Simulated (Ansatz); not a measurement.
Gas-phase electronic energies from Ansatz, PBE0-D4/def2-TZVP geometries. CCSD(T)/CBS adds triple-zeta CCSD(T) − MP2 to the extrapolated MP2 energy (def2 sets, frozen cores). This one scheme is used for every species. DFT in def2-TZVPP. For Ge outer-core shells are correlated without core-valence functions, which leaves a few kJ/mol of doubt a bond. Scalar relativity is left out up to krypton. Each species was taken in one conformer, which may not be the lowest.

Consider the cleavage of the Ge–Ge bond: `[OH][Ge]([OH])([SiH3])[GeH3]` + HCl → `[OH][Ge]([OH])([SiH3])[Cl]` + GeH₄.

`[OH][Ge]([OH])([SiH3])[GeH3]`:

Cartesian coordinates in Å:
```
O -1.403 1.450 0.624
Ge 0.022 0.477 0.149
O 1.416 1.560 -0.149
Si 0.604 -0.770 2.094
Ge -0.500 -0.705 -1.925
H -1.819 1.906 -0.112
H 1.364 2.031 -0.984
H 1.812 -1.582 1.798
H 0.875 0.153 3.224
H -0.522 -1.677 2.435
H 0.699 -1.542 -2.395
H -1.716 -1.627 -1.738
H -0.834 0.326 -3.021
```

HCl:

Z-matrix (Å, degrees):
```
Cl
H 1 1.279
```

`[OH][Ge]([OH])([SiH3])[Cl]`:

Z-matrix (Å, degrees):
```
Ge
O 1 1.772
Si 1 2.379 2 116.1
O 1 1.761 2 106.5 3 121.7
Cl 1 2.173 2 104.6 3 -122.0
H 2 0.961 1 112.0 3 106.0
H 3 1.483 1 107.5 2 -61.4
H 3 1.482 1 108.2 2 179.0
H 3 1.483 1 108.8 2 58.4
H 4 0.962 1 112.3 2 39.3
```

GeH₄:

Z-matrix (Å, degrees):
```
Ge
H 1 1.534
H 1 1.534 2 109.5
H 1 1.534 2 109.5 3 -120.0
H 1 1.534 2 109.5 3 120.0
```

| level | ΔE (kJ/mol) |
| --- | --- |
| PBE-D4 | -61.6 |
| HF/def2-TZVPP | -94.2 |

Question: What does CCSD(T)/CBS give? (An estimate is asked.)

Answer: Ansatz gave: -67.3 kJ/mol. The listed levels differ from it by 5.7, -26.9 kJ/mol.

Largest T1 diagnostic among the species: 0.013.

In def2-TZVPP, CCSD(T) changes the Hartree–Fock value by +26.0 kJ/mol (the triples alone add +1.5 kJ/mol) and MP2 by +22.7 kJ/mol. From PBE to PBE0 (25 % exact exchange), in def2-TZVPP and without D4, ΔE moves by −5.2 kJ/mol.
